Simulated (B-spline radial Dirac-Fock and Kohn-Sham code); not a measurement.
# K-line shifts caused by a second vacancy in Au⁶⁹⁺

System: gold as Au⁶⁹⁺, configuration [He] 2s2 2p6.

Calculated with a radial B-spline solver, using Dirac-Fock ΔSCF + Breit + QED. Each two-hole energy is an average over J within one jj subconfiguration, not an observable level; in light atoms, where LS coupling holds, the j-resolved values are not observed lines, and for a K spectator the Kα1 hypersatellite is nearly forbidden. Correlation and solid-state effects are left out.

Lines without a spectator: Kα2 (K-L2) 67337.6 eV, Kα1 (K-L3) 69220.0 eV. Shifts in eV with one spectator hole (a dash: not computed, or left out as unreliable):

```
spectator hole      Kα2      Kα1
        K (1s)  +1092.7  +1190.9
    L2 (2p1/2)   +153.5   +209.7
    L3 (2p3/2)   +111.5   +125.8
```
